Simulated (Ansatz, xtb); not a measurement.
## C3H8SeSi: which of two isomers lies lower

Structure a: `C=C(C)[SiH2][SeH]`, a singlet. Structure b: `C=C(C)[Se][SiH3]`, a singlet. Both are isolated molecules in the gas phase, relaxed with PBE-D3(BJ)/def2-SVP; the shapes shown needn't be the lowest conformers.

a (Å):

```
atom    x (Å)    y (Å)    z (Å)
   C  -1.5721   1.4280   2.5639
   C  -1.4981   1.0403   1.2731
   C  -2.3043   1.6891   0.1734
  Se   0.9766  -1.1752   2.4505
  Si  -0.3575  -0.3758   0.7512
   H  -0.9763   0.9337   3.3499
   H  -2.2378   2.2525   2.8787
   H  -2.9658   0.9527  -0.3328
   H  -2.9419   2.5095   0.5618
   H  -1.6466   2.1091  -0.6181
   H   0.4835   0.0739  -0.4160
   H  -1.1525  -1.5771   0.3128
   H   1.7506   0.0912   2.5230
```

b (Å):

```csv
atom,x (Å),y (Å),z (Å)
C,0.6050,-0.4560,2.7714
C,-0.4975,-0.5724,2.0056
C,-1.7572,-1.2705,2.4270
Se,-0.4907,0.3282,0.2811
Si,-1.6289,-1.2129,-0.9904
H,0.6123,-0.8684,3.7942
H,1.5159,0.0499,2.4181
H,-1.6636,-1.6569,3.4618
H,-1.9840,-2.1353,1.7659
H,-2.6329,-0.5908,2.3755
H,-3.0842,-1.3281,-0.6222
H,-1.0051,-2.5800,-0.9052
H,-1.5156,-0.6811,-2.3909
```

Quicker runs give these differences E(b) − E(a): GFN2-xTB −2.6 kcal/mol; HF/STO-3G +4.8 kcal/mol (at GFN2-xTB geometries); r2SCAN-D4/def2-SVP +8.5 kcal/mol (at GFN2-xTB geometries).

Question: Estimate E(b) − E(a) at the level CCSD(T)/def2-SVP + ΔMP2/def2-TZVPP.

Answer: Calculated at CCSD(T)/def2-SVP + ΔMP2/def2-TZVPP: E(b) − E(a) = +8.7 kcal/mol, so structure a lies lower.

Level by level:

```
                             level             geometry  E(b) − E(a) (kcal/mol)  departure from the last row (kcal/mol)  job, with rough time for the two
                          GFN2-xTB             GFN2-xTB                      −2.6                                   −11.3              optimisation, 0.44 s
                         HF/STO-3G             GFN2-xTB                      +4.8                                    −4.0              single point, 0.42 s
                r2SCAN-D4/def2-SVP             GFN2-xTB                      +8.5                                    −0.2               single point, 3.7 s
               PBE-D3(BJ)/def2-SVP  PBE-D3(BJ)/def2-SVP                      +8.6                                    −0.2                optimisation, 36 s
                       HF/def2-SVP  PBE-D3(BJ)/def2-SVP                     +11.6                                    +2.9           part of the CCSD(T) run
                      MP2/def2-SVP  PBE-D3(BJ)/def2-SVP                      +9.5                                    +0.8           part of the CCSD(T) run
                  CCSD(T)/def2-SVP  PBE-D3(BJ)/def2-SVP                      +9.9                                    +1.2                      single point
CCSD(T)/def2-SVP + ΔMP2/def2-TZVPP  PBE-D3(BJ)/def2-SVP                      +8.7                                                        single point, 50 s
```

As drawn, b has 1 C–Se, 1 Si–H in place of 1 C–Si, 1 Se–H.

GFN2-xTB puts the two in the other order. The largest departure from CCSD(T)/def2-SVP + ΔMP2/def2-TZVPP is that of GFN2-xTB, 11.3 kcal/mol. The last row adds to CCSD(T) the change of the MP2 difference between the two basis sets, here −1.2 kcal/mol.

With thermal terms from frequencies at re-optimised GFN2-xTB minima (ideal gas, soft modes damped towards free rotors, one conformer each, 298.15 K, 1 atm): on the last row, ΔE + ΔZPE = +9.1, ΔH = +9.0, ΔG = +9.4 kcal/mol.

The correlated steps freeze 17 core orbitals; the filled d shell of Se is correlated, in a basis made for valence electrons. Run with Ansatz 0.2.0, xtb 6.7.1; the last row on 4 threads of Arm Neoverse V1 on a shared host.
